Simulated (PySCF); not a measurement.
CH3IOSn (SMILES C[O][Sn][I]), singlet, geometry from GFN2-xTB (such geometries of metal compounds can be far from the true shape) (all electrons, no relativity); CASSCF(4,3)/STO-3G (PySCF).

Here is a job for PySCF.
```python
from pyscf import gto, scf, mcscf
import numpy

mol = gto.M(
    atom='''
Sn    0.73619089   -0.40700804    0.89291858
I    -1.24406350    0.92844883   -0.41820606
O     1.62609354   -1.45713706   -0.55730055
C     1.77534199   -1.87247752   -1.88470083
H     1.03073167   -1.40453899   -2.53278134
H     2.77260948   -1.60343936   -2.24018652
H     1.66167938   -2.95744602   -1.94143025
''',
    basis='sto-3g',
    verbose=4,
)

mf = scf.RHF(mol)
mf.kernel()
mc = mcscf.CASSCF(mf, 3, 4)
mc.fix_spin_(ss=0.0)
mc = mc.newton()
mc.kernel()
occ = numpy.linalg.eigvalsh(mc.fcisolver.make_rdm1(mc.ci, mc.ncas, mc.nelecas))[::-1]
ss = mc.fcisolver.spin_square(mc.ci, mc.ncas, mc.nelecas)[0]
print('natural occupations', occ.round(4), ' <S^2>', round(ss, 4))
```

It wrote (shortened):

```
PySCF version 2.14.0

[INPUT] verbose = 4
[INPUT] num. atoms = 7
[INPUT] num. electrons = 120
[INPUT] charge = 0
[INPUT] spin (= nelec alpha-beta = 2S) = 0
[INPUT] symmetry False subgroup None
[INPUT] Mole.unit = angstrom
[INPUT] Symbol           X                Y                Z      unit          X                Y                Z       unit  Magmom
[...]
nuclear repulsion = 840.193273709815
number of shells = 31
number of NR pGTOs = 201
number of NR cGTOs = 67
basis = sto-3g
ecp = {}

******** <class 'pyscf.scf.hf.RHF'> ********
method = RHF
initial guess = minao
damping factor = 0
level_shift factor = 0
DIIS = <class 'pyscf.scf.diis.CDIIS'>
diis_start_cycle = 1
diis_space = 8
diis_damp = 0
SCF conv_tol = 1e-09
SCF conv_tol_grad = None
SCF max_cycles = 50
direct_scf = True
direct_scf_tol = 1e-13
Set gradient conv threshold to 3.16228e-05
Initial guess from minao.
init E= -12887.8830830815
[...]
cycle= 1 E= -12926.9102255421  delta_E=  -39  |g|= 0.505  |ddm|= 3.28
[...]
cycle= 2 E= -12927.006922029  delta_E= -0.0967  |g|= 0.185  |ddm|= 1.01
[...]
cycle= 3 E= -12927.0214335878  delta_E= -0.0145  |g|= 0.074  |ddm|= 0.408
[...]
cycle= 4 E= -12927.0237677945  delta_E= -0.00233  |g|= 0.0143  |ddm|= 0.133
[...]
cycle= 5 E= -12927.0239705633  delta_E= -0.000203  |g|= 0.00555  |ddm|= 0.0477
[...]
cycle= 6 E= -12927.0240025804  delta_E= -3.2e-05  |g|= 0.00158  |ddm|= 0.0196
[...]
cycle= 7 E= -12927.024006963  delta_E= -4.38e-06  |g|= 0.000431  |ddm|= 0.00854
[...]
cycle= 8 E= -12927.024007308  delta_E= -3.45e-07  |g|= 7.46e-05  |ddm|= 0.00286
[...]
cycle= 9 E= -12927.0240073161  delta_E= -8.13e-09  |g|= 1.55e-05  |ddm|= 0.000416
[...]
cycle= 10 E= -12927.0240073164  delta_E= -3.55e-10  |g|= 2e-06  |ddm|= 8.05e-05
[...]
Extra cycle  E= -12927.0240073164  delta_E= 5.46e-12  |g|= 8.04e-07  |ddm|= 5.88e-06
converged SCF energy = -12927.0240073164

******** <class 'pyscf.mcscf.newton_casscf.CASSCF'> ********
CAS (2e+2e, 3o), ncore = 58, nvir = 6
max_cycle_macro = 50
max_cycle_micro = 10
conv_tol = 1e-07
conv_tol_grad = None
orbital rotation max_stepsize = 0.03
augmented hessian ah_max_cycle = 30
augmented hessian ah_conv_tol = 1e-12
augmented hessian ah_linear dependence = 1e-14
augmented hessian ah_level shift = 1e-08
augmented hessian ah_start_tol = 500
augmented hessian ah_start_cycle = 3
augmented hessian ah_grad_trust_region = 3
kf_trust_region = 3
kf_interval = 5
natorb = False
canonicalization = True
internal_rotation = False
******** <class 'pyscf.fci.addons.SpinPenaltyFCISolver'> ********
max. cycles = 50
conv_tol = 1e-08
davidson only = True
linear dependence = 1e-12
level shift = 0.001
max iter space = 12
nroots = 1
pspace_size = 400
spin = None

WARN: SO-CASSCF (Second order CASSCF) is an experimental feature. Its performance is bad for large systems.

CASCI E = -12927.0278636559  dE = -12927.028  S^2 = 0.0000000
Set conv_tol_grad to 0.000316228
macro 1 (11 JK  7 micro), CASSCF E = -12927.0319553086  dE = -0.004092  |grad|=0.0231  S^2 = 0.0000000
macro 2 (11 JK  7 micro), CASSCF E = -12927.0338478017  dE = -0.001892  |grad|=0.0138  S^2 = 0.0000000
macro 3 (11 JK  7 micro), CASSCF E = -12927.0346189555  dE = -0.0007712  |grad|=0.0122  S^2 = 0.0000000
macro 4 (19 JK  14 micro), CASSCF E = -12927.0366334381  dE = -0.002014  |grad|=0.0321  S^2 = 0.0000000
macro 5 (11 JK  7 micro), CASSCF E = -12927.0379780975  dE = -0.001345  |grad|=0.0158  S^2 = 0.0000000
macro 6 (11 JK  7 micro), CASSCF E = -12927.0389750794  dE = -0.000997  |grad|=0.0107  S^2 = 0.0000000
macro 7 (9 JK  5 micro), CASSCF E = -12927.0393970014  dE = -0.0004219  |grad|=0.00496  S^2 = 0.0000000
macro 8 (15 JK  8 micro), CASSCF E = -12927.039475014  dE = -7.801e-05  |grad|=0.000613  S^2 = 0.0000000
macro 9 (14 JK  8 micro), CASSCF E = -12927.0394902852  dE = -1.527e-05  |grad|=0.000179  S^2 = 0.0000000
macro 10 (7 JK  3 micro), CASSCF E = -12927.039490592  dE = -3.068e-07  |grad|=6.72e-05  S^2 = 0.0000000
macro 11 (1 JK  0 micro), CASSCF E = -12927.039490592  dE = -1.091e-11  |grad|=2.57e-05  S^2 = 0.0000000
newton CASSCF converged in 11 macro (27 KF 93 Hx) steps
CASSCF canonicalization
Density matrix diagonal elements [1.97516173 1.95974559 0.06509269]
CASSCF energy = -12927.0394905920
CASCI E = -12927.0394905920  E(CI) = -3.17312157890046  S^2 = 0.0000000
natural occupations [1.9819 1.9597 0.0583]  <S^2> 0.0
```
